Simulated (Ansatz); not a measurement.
Cartesian coordinates (Å):
SMILES: C1C23CC12C3
```xyz
11

C     -0.8768    -0.8904     0.3517
C      0.2942    -0.0037     0.7237
C      1.1513    -0.3729    -0.4699
C     -0.2941     0.0037    -0.7237
C     -0.2746     1.2633     0.1181
H     -1.8595    -0.6238     0.7526
H     -0.6902    -1.9657     0.2704
H      1.4271    -1.4254    -0.5874
H      1.9210     0.3409    -0.7790
H     -1.2308     1.6247     0.5086
H      0.4324     2.0491    -0.1652
```
Charge 0, spin multiplicity 1.

All values below come from frozen-core CCSD(T)/def2-SVP // B3LYP-D3(BJ)/def2-SVP (Ansatz, a first-principles code).

```json
{
  "HF energy": "-192.54720 Ha",
  "MP2 correlation energy": "-0.69039 Ha"
}
```

Problem. Estimate the CCSD correlation energy, the (T) correction, the total energy and the T1 diagnostic.

Solution. 
- CCSD correlation energy: -0.72264 Ha
- (T) correction: -0.03086 Ha
- CCSD(T) total energy: -193.30070 Ha
- T1 diagnostic: 0.010
